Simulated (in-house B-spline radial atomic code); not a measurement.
How numerical settings move a run on the palladium ion Pd⁺, [Kr] 4d9. Computed with an all-electron radial atomic-structure program (B-spline basis): Dirac-Kohn-Sham PBE, spherical fractional occupations, Fermi nucleus of rms radius 4.5318 fm.

Command:
```bash
python run_scf.py task.json out
```
Settings of the sound reference run:
```
Z                46
electrons        45
configuration    [Kr] 4d9
hamiltonian      dirac
method           pbe,pbe
spin_polarised   False
nucleus          fermi
rms_radius       4.5318
mass_number      106
atomic_mass      105.9035
speed_of_light   137.036
knot_spacing     0.22
spline_order     8
gauss_points     12
box_radius       35.29
max_iterations   70
damping          0.5
damped_steps     3
diis_vectors     10
tolerance        1e-08
start            Thomas-Fermi
```

Run time, properties included: 1.8 s on 1 thread of Arm Neoverse N1, with other jobs on the host.

It converges in 10 iterations to -5046.508420 hartree, with 4d5/2 at -14.4241 eV. The other runs change the listed settings, some to values that make no sense; their results aren't properties of the atom or ion. Radii are in bohr (the nuclear one in fm), a minus after a letter asks for a j subshell, and «unchanged» means within 1e-8 hartree. The run stops when the residual is below 10 × tolerance × max(1, Z/10), or a noise floor if that is larger, and the energy moves by less than 1e-8 × √|E| hartree; so very loose and very tight tolerances often act alike.

| changed settings | outcome |
| --- | --- |
| max_iterations = 12 | converged in 10 iterations, energy unchanged |
| knot_spacing = 1 | converged in 10 iterations, energy +2.10e+01 hartree from the reference, 4d5/2 level -1.8e-01 eV |
| damping = 0.8 | converged in 12 iterations, energy unchanged, 4d5/2 level +1.1e-05 eV |
| knot_spacing = 2 | converged in 8 iterations, energy +3.85e+02 hartree from the reference, 4d5/2 level -2.9e+01 eV (the program warns: 4d5/2 reaches the box edge; 2s1/2 reaches the box edge) |
| method = hf, spin_polarised = True | stopped with error: spin polarisation is not served with the Dirac Hamiltonian |
| max_iterations = 5 | not converged after 5 iterations, last residual 1.1e-02, last energy +1.78e-03 hartree from the reference |
| knot_spacing = 0.55 | converged in 10 iterations, energy +2.00e-01 hartree from the reference, 4d5/2 level -3.6e-03 eV |
| knot_spacing = 0.3 | converged in 10 iterations, energy +5.79e-05 hartree from the reference, 4d5/2 level +6.0e-06 eV |
| knot_spacing = 0.15, spline_order = 4, gauss_points = 16, box_radius = 70.58, max_iterations = 60 | converged in 10 iterations, energy +2.13e-04 hartree from the reference, 4d5/2 level -1.0e-05 eV |
| knot_spacing = 0.1 | converged in 10 iterations, energy -6.41e-06 hartree from the reference, 4d5/2 level -1.9e-06 eV |
| damping = 0 | converged in 12 iterations, energy unchanged, 4d5/2 level -1.0e-05 eV |
| gauss_points = 3, first_knot = 0.00217, max_iterations = 75 | converged in 10 iterations, energy +1.80e+00 hartree from the reference, 4d5/2 level -1.2e-03 eV |
| max_iterations = 3 | not converged after 3 iterations, last residual 4.0e-02, last energy +9.17e-02 hartree from the reference |
| damping = 0.2 | converged in 12 iterations, energy unchanged, 4d5/2 level -9.4e-06 eV |
| knot_spacing = 0.15, spline_order = 6, box_radius = 17.64, max_iterations = 100, start = bare nucleus | converged in 12 iterations, energy -6.18e-06 hartree from the reference, 4d5/2 level -3.9e-06 eV |
| max_iterations = 75, damped_steps = 0, diis_vectors = 1 | not converged after 75 iterations, last residual 8.8e-01, last energy +5.06e+01 hartree from the reference |
| knot_spacing = 0.4 | converged in 10 iterations, energy +1.21e-03 hartree from the reference, 4d5/2 level +4.0e-04 eV |

Problem. What happens with electrons = 53, configuration = [Kr] 4d9 6s2 6p6, max_iterations = 50?

Solution. Converged in 23 iterations to -5045.9383 hartree, a different physical problem (warning: 6s1/2 has a positive eigenvalue: unbound, held by the box).

Problem. What happens with knot_spacing = 0.15?

Solution. Converged in 10 iterations, energy -5.86e-06 hartree from the reference, 4d5/2 level -3.0e-06 eV.

Problem. What happens with damping = 0.95?

Solution. Converged in 12 iterations, energy unchanged, 4d5/2 level -2.4e-05 eV.

Problem. What happens with electrons = 48, configuration = [Kr] 4d9 5s3, max_iterations = 75?

Solution. Stopped with error: shell 5s holds at most 2 electrons.
